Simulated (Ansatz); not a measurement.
Program: Ansatz 0.2.0.

A structure relaxed at PBE0-D4/def2-TZVP, charge 0, multiplicity 1:

```xyz
7

Cl    2.049   -1.472    1.015
C     0.815   -0.497    0.337
C     0.832    0.559   -0.457
Sn   -1.170    0.072   -0.001
H     1.597    1.156   -0.941
H    -2.010    0.958    1.176
H    -2.113   -0.776   -1.129
```

Problem. Give its formula and SMILES.

Solution. C2H3ClSn, `Cl[C]1=[CH][SnH2]1`.

Problem. Point group (tolerance 0.08 Å, 0.16 Å for H)?

Solution. Cs.

Problem. Summarise the bond lengths by kind.

Solution. 1 × C–Cl 1.713 Å; 1 × C–C 1.321 Å; 2 × C–Sn 2.093 to 2.111 Å; 1 × C–H 1.084 Å; 2 × H–Sn 1.697 Å.
